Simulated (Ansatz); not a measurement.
Ideal-gas functions of BGaH$_{5}$N, SMILES `B[NH][GaH2]` at 600 K and 1 bar, from an Ansatz frequency run at PBE0-D4/def2-TZVP.

Molar mass 99.58 g/mol, point group Cs (symmetry number 1), electronic degeneracy 1, moments of inertia 13.391, 121.817, 135.208 u Å². Harmonic wavenumbers (cm⁻¹, unscaled): 170, 230, 335, 495, 605, 623, 733, 851, 942, 1020, 1167, 1255, 1385, 1995, 2024, 2548, 2625, 3595.

Use S(trans) = R[1.5 ln M + 2.5 ln T − 1.1517]; rotational temperatures θ = 24.2544 K / I; S(rot) = R[ln(√π/σ · √(T³/θAθBθC)) + 1.5]; for each mode x = 1.438777 ν̃/T, S = R[x/(eˣ − 1) − ln(1 − e⁻ˣ)] and H = RT x/(eˣ − 1); 1 cm⁻¹ = 0.0119627 kJ/mol; R = 8.31446 J/(mol·K).

By hand: the entropy, in J/(mol·K).

Translation 180.8. Rotation: θ = 1.8112, 0.1991, 0.1794 K, giving 108.4. Vibration, mode by mode: 15.83, 13.37, 10.36, 7.36, 5.91, 5.71, 4.62, 3.69, 3.11, 2.68, 2.03, 1.72, 1.34, 0.41, 0.38, 0.13, 0.11, 0.01, in all 78.8. Electronic 0.0. Sum 368.0 J/(mol·K).

By hand: H − E and G − E in kJ/mol, counted from the electronic energy.

Zero-point energy ½ × 22598 × 0.0119627 = 135.2; thermal vibration 26.7; translation, rotation and pV give 4 RT = 20.0. H − E = 181.9 kJ/mol, and G − E = 181.9 − 600 × 368.0/1000 = -38.9 kJ/mol.

Vibration gives 21 % of the entropy.
